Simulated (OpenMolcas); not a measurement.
# Multiconfigurational calculation on Te II

Input:

```
&GATEWAY
Coord
1

Te 0.0 0.0 0.0
Basis=ANO-RCC-VTZP
Group=XYZ
NoMove
AngMom=0.0 0.0 0.0
AMFI
RX2C
&SEWARD
* reference wave functions (RASSCF and RASSI steps not shown): 3 electrons in 3 orbitals (5p)
>>> COPY JOB001 $Project.JobIph
&CASPT2
Multistate=1 1
Frozen=14 9
IPEA=0.5
Sig2=0.4
MaxIter=60
WThr=0.0 0.3 0.05
PrWF=0.5
NoMix
>>> COPY JOB002 $Project.JobIph
&CASPT2
Multistate=8 1 2 3 4 5 6 7 8
Frozen=14 9
IPEA=0.5
Sig2=0.4
MaxIter=60
WThr=0.0 0.3 0.05
PrWF=0.5
NoMix
```

Launched by
```bash
OMP_NUM_THREADS=1 MOLCAS_MEM=2252 MOLCAS_PROJECT=a pymolcas a.inp > a.log  # once for each step of the input, in one work folder
```

Output, cut to the results:

```
--- CASPT2 ---
Orbital specifications:
      -----------------------

      Symmetry species                           1   2
                                                ag  au
      Frozen orbitals                           14   9
      Inactive orbitals                          1   0
      Active orbitals                            0   3
      Secondary orbitals                        21  20
      Deleted orbitals                           0   0
      Number of basis functions                 36  32
Type of calculation                        SS-CASPT2
      Fock operator                              state-specific
      IPEA shift                                 0.50
      Real shift                                 0.00
      Imaginary shift                            0.00
      Sigma^2 regularizer                        0.40
      The input orbitals will be transformed to quasi-canonical
Reference energy:       -6790.5640805908
      E2 (Non-variational):      -0.0544112806
      Shift correction:          -0.0000000479
      E2 (Variational):          -0.0544113284
      Total energy:           -6790.6184919192
      Residual norm:              0.0000002261
      Reference weight:           0.97690
      Contributions to the CASPT2 correlation energy
      Active & Virtual Only:         -0.0124047216
      One Inactive Excited:          -0.0351015193
      Two Inactive Excited:          -0.0069050396
::    CASPT2 Root  1     Total energy:  -6790.61849192
--- CASPT2 ---
Orbital specifications:
      -----------------------

      Symmetry species                           1   2
                                                ag  au
      Frozen orbitals                           14   9
      Inactive orbitals                          1   0
      Active orbitals                            0   3
      Secondary orbitals                        21  20
      Deleted orbitals                           0   0
      Number of basis functions                 36  32
Type of calculation                        MS-CASPT2
      Fock operator                              state-specific
      IPEA shift                                 0.50
      Real shift                                 0.00
      Imaginary shift                            0.00
      Sigma^2 regularizer                        0.40
      The input orbitals will be transformed to quasi-canonical
Reference energy:       -6790.4936691655
      E2 (Non-variational):      -0.0690511892
      Shift correction:          -0.0000028799
      E2 (Variational):          -0.0690540692
      Total energy:           -6790.5627232346
      Residual norm:              0.0000001461
      Reference weight:           0.96579
      Contributions to the CASPT2 correlation energy
      Active & Virtual Only:         -0.0224572986
      One Inactive Excited:          -0.0395000359
      Two Inactive Excited:          -0.0070938547
Reference energy:       -6790.4936691655
      E2 (Non-variational):      -0.0690517433
      Shift correction:          -0.0000031798
      E2 (Variational):          -0.0690549232
      Total energy:           -6790.5627240886
      Residual norm:              0.0000001451
      Reference weight:           0.96599
      Contributions to the CASPT2 correlation energy
      Active & Virtual Only:         -0.0224339621
      One Inactive Excited:          -0.0395239265
      Two Inactive Excited:          -0.0070938547
::    CASPT2 Root  1     Total energy:  -6790.56272323
::    CASPT2 Root  2     Total energy:  -6790.56272409
::    CASPT2 Root  3     Total energy:  -6790.56255709
::    CASPT2 Root  4     Total energy:  -6790.56291671
::    CASPT2 Root  5     Total energy:  -6790.56194343
::    CASPT2 Root  6     Total energy:  -6790.52143418
::    CASPT2 Root  7     Total energy:  -6790.52138157
::    CASPT2 Root  8     Total energy:  -6790.52186979
::    MS-CASPT2 Root  1     Total energy:  -6790.56401414
::    MS-CASPT2 Root  2     Total energy:  -6790.56338578
::    MS-CASPT2 Root  3     Total energy:  -6790.56271992
::    MS-CASPT2 Root  4     Total energy:  -6790.56204445
::    MS-CASPT2 Root  5     Total energy:  -6790.56070999
::    MS-CASPT2 Root  6     Total energy:  -6790.52226250
::    MS-CASPT2 Root  7     Total energy:  -6790.52138954
::    MS-CASPT2 Root  8     Total energy:  -6790.52102375
```

Levels above the lowest, from the spin-orbit matrix with the single-state CASPT2 energies, averaged by term, on its diagonal:

```
Configuration  Term    J  E (cm-1)  Measured (cm-1)  Term weight %  Second
      5s2 5p3   4S*  3/2       0.0              0.0             95   4 2P*
      5s2 5p3   2D*  3/2     11370            10222             86  12 2P*
      5s2 5p3   2D*  5/2     13140            12422            100        
      5s2 5p3   2P*  1/2     22140            20547            100        
      5s2 5p3   2P*  3/2     24790            24032             84  14 2D*
```

Against the 4 measured excited levels shown (NIST Handbook of Basic Atomic Spectroscopic Data) the mean absolute deviation is 1100 cm-1; the largest miss in energy is 5s2 5p3 2P* 1/2: computed 22140, measured 20547 cm-1 (+7.8 %), and the largest in proportion 5s2 5p3 2D* 3/2 (+11.2 %).

Term energies are means over components that CASPT2 splits; among the terms shown or strongly mixed into the levels shown the widest spread is 210 cm-1 (5s2 5p3 2D*). With the s shell closed, the reference lacks s² → p² mixing. Measured partners are found by configuration, term and J. A level has none where our copy of the source lacks it or the pairing is in doubt (some pairs that miss far off the trend of their configuration count as doubtful), and it then counts in no deviation. Levels of configurations outside the active space are missing.

The term weight is that of the spin-free term in the level, not the purity of its configuration. * marks odd parity.
